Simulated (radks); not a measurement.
The numbers below are computed, except where a source is named.
Problem. Neutral rubidium, 37 electrons, occupied as [Kr] 5s1 (the NIST ground configuration). Code: a radial shooting solver on a logarithmic mesh with Libxc functionals. Model: non-relativistic Kohn-Sham, PBE, spin-polarised, spherical densities, point nucleus; open shells are filled with parallel spins first (spin-orbit coupling, left out, can overturn this in heavy ions); relativity is left out, which matters for an element this heavy. Some entries of the table are withheld. Estimate them.

orbital  occ.  eigenvalue (eV)  <r> (bohr)  r(max) (bohr)
1s up       1        -14742.89     0.04129        0.02728
1s down     1        -14742.88     0.04129        0.02728
2s up       1        -1942.405      0.1822         0.1536
2s down     1        -1942.401      0.1822         0.1536
2p up       3        -1763.604      0.1569         0.1214
2p down     3        -1763.600      0.1569         0.1214
3s up       1        -286.9891      0.5218         0.4610
3s down     1        -286.9814      0.5218         0.4610
3p up       3        -222.4750      0.5236         0.4508
3p down     3        -222.4669      0.5235         0.4509
3d up       5        -106.2415      0.5236            (1)
3d down     5        -106.2324      0.5236            (2)
4s up       1         -30.7886         (3)            (4)
4s down     1         -30.7400         (5)            (6)
4p up       3         -16.0270       1.737          1.437
4p down     3         -15.9421       1.729          1.436
5s up       1          -2.4017       5.255          4.475

Solution. 
(1) 3d up r(max) (bohr): 0.3928
(2) 3d down r(max) (bohr): 0.3928
(3) 4s up <r> (bohr): 1.485
(4) 4s up r(max) (bohr): 1.287
(5) 4s down <r> (bohr): 1.483
(6) 4s down r(max) (bohr): 1.287
